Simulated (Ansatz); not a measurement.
This geometry of a periodic cell of 13 atoms, Tc12Au (surface Tc(0001), adsorbate Au) is a first-order saddle point. Atoms 1 to 4 are held.

These are results of DFT PBE-D3(BJ), scalar-relativistic, plane waves, PAW in Ansatz 0.2.0, not measurements. Settings: cutoff 600 eV, k mesh 4x4x1, fermi-dirac smearing 0.05 eV, no spin polarisation.

```xyz
13
Lattice="5.4800 0.0000 0.0000 2.7400 4.7458 0.0000 0.0000 0.0000 15.3950" Properties=species:S:1:pos:R:3
Tc 0.000 0.000 1.000
Tc 2.740 0.000 1.000
Tc 1.370 2.373 1.000
Tc 4.110 2.373 1.000
Tc 0.001 1.546 3.055
Tc 2.740 1.579 3.115
Tc 1.363 3.949 3.119
Tc 4.118 3.949 3.119
Tc 0.002 -0.053 5.253
Tc 2.742 0.063 5.228
Tc 1.304 2.383 5.218
Tc 4.178 2.383 5.218
Au 2.742 2.441 7.449
```

Which two structures does it join? (They come from a converged band through this point; their orientation in space is the band's.)

The atom that moves furthest is Au13, by 1.58 Å; four of its nearest neighbours are Tc9 2.74, Tc12 2.74, Tc11 2.74, Tc10 3.88 Å at the first end and Tc12 2.71, Tc10 2.71, Tc11 2.71, Tc9 3.83 Å at the last.

First end point:

```xyz
13
Lattice="5.4800 0.0000 0.0000 2.7400 4.7458 0.0000 0.0000 0.0000 15.3950" Properties=species:S:1:pos:R:3
Tc 0.000 0.000 1.000
Tc 2.740 0.000 1.000
Tc 1.370 2.373 1.000
Tc 4.110 2.373 1.000
Tc 0.000 1.582 3.044
Tc 2.740 1.584 3.122
Tc 1.372 3.954 3.122
Tc 4.108 3.954 3.122
Tc 0.000 0.014 5.235
Tc 2.740 0.000 5.209
Tc 1.358 2.366 5.235
Tc 4.122 2.366 5.235
Au 2.740 3.164 7.459
```

Last end point:

```xyz
13
Lattice="5.4800 0.0000 0.0000 2.7400 4.7458 0.0000 0.0000 0.0000 15.3950" Properties=species:S:1:pos:R:3
Tc 0.000 0.000 1.000
Tc 2.740 0.000 1.000
Tc 1.370 2.373 1.000
Tc 4.110 2.373 1.000
Tc 0.000 1.581 3.101
Tc 2.740 1.582 3.118
Tc 1.370 3.955 3.101
Tc 4.110 3.955 3.101
Tc 0.000 0.000 5.237
Tc 2.740 -0.034 5.222
Tc 1.341 2.390 5.222
Tc 4.139 2.390 5.222
Au 2.740 1.582 7.399
```

How far does it lie above each of them?

0.065 eV above the first and 0.111 eV above the second. This is the barrier of this one path; another mechanism may lie lower. Limits of this set-up: coarse k mesh, thin slab, slab without dipole correction, a typed lattice constant that wasn't relaxed here.

Time of the run: 41 min on 4 threads of Arm Neoverse V1, with other jobs on the host, peak memory 5.7 GiB.
